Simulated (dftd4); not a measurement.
BiBr3, charge -1, doublet, at a GFN2-xTB geometry (such geometries of metal compounds can be far from the true shape) (a state made from the parent by changing its charge; the spin is typed, not shown lowest); D4 for blyp in dftd4.

Input for dftd4:
```
$ dftd4 mol.xyz --func blyp --charge -1 --json dftd4.json --noedisp

# file mol.xyz
4

Bi    -0.00000000    -0.00000000    -0.00000000
Br    -2.13828311    -1.82340179     0.00492913
Br    -0.50997611     2.76350571    -0.00579500
Br     2.64825922    -0.94010392     0.00086588
```

Problem. What does dftd4 print? Leave out banner, timings and long lists.

Solution. 
```
                    ____  _____ _____     ____  _  _
      -------------|  _ \|  ___|_   _|---|  _ \| || |------------
     |             | | | | |_    | | ___ | | | | || |_           |
     |             | |_| |  _|   | ||___|| |_| |__   _|          |
     |             |____/|_|     |_|     |____/   |_|            |
     |             ===================================           |
     |            E. Caldeweyher, S. Ehlert & S. Grimme          |
     |          Mulliken Center for Theoretical Chemistry        |
     |                    University of Bonn                     |
      -----------------------------------------------------------

Rational (Becke-Johnson) damping: blyp-D4-ATM
---------------------
  s6         1.0000
  s8         2.3408
  s9         1.0000
  a1         0.4449
  a2         4.0933
 alp        16.0000
--------------------

Dispersion energy:      -1.2731850590184E-02 Eh

[Info] JSON dump of results written to 'dftd4.json'
```
